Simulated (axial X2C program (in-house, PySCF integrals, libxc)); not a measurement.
## AlGa along the bond: PBE0, two-component

Calculated with an in-house all-electron X2C program for linear molecules (integrals from PySCF). Two-component (2c) means X2C with spin–orbit coupling and atomic mean-field two-electron Coulomb and Gaunt terms. Basis: Ga dyall-cv3z [9s9p7d4f1g], Al dyall-v3z [8s8p2d1f] (cores contracted in-house); Gaussian nuclei, density fitting, unrestricted open shells. Masses: Ga 68.926 u, Al 26.982 u.

State: Ω = 1 (⟨Sz⟩ = 1.00, ⟨Lz⟩ = 0.00 at PBE0). Dipoles are positive if Al is the positive end.

Results along the bond:

```tsv
R (Å)	μ (D)	HOMO (eV)	LUMO (eV)
2.139	0.073	-5.16	-2.89
2.238	0.067	-5.02	-2.96
2.312	0.056	-4.92	-3.00
2.385	0.040	-4.83	-3.04
2.459	0.020	-4.75	-3.07
2.545	-0.009	-4.66	-3.10
2.631	-0.042	-4.58	-3.11
2.742	-0.090	-4.47	-3.09
3.074	-0.277	-4.23	-3.09
```

Density functionals use the spin component along the axis (collinear). The state is one determinant with fixed occupations, lowest in a PBE0 search at one distance only: followed along the bond, the spin-free determinant M_S = 1, Λ = 1 reaches 0.03 eV lower at PBE0, at Re = 2.710 Å, so the state shown is not the lowest. With several unpaired electrons one determinant need not be a pure state. Open-shell Ω = 0 determinants with evenly filled partner blocks cannot be reached by this program, so the Ω shown need not be the lowest component. This is the Ω = 1 component of a π² triplet; the 0⁺ component is not one determinant and can lie lowest. Some points did not converge and are left out.
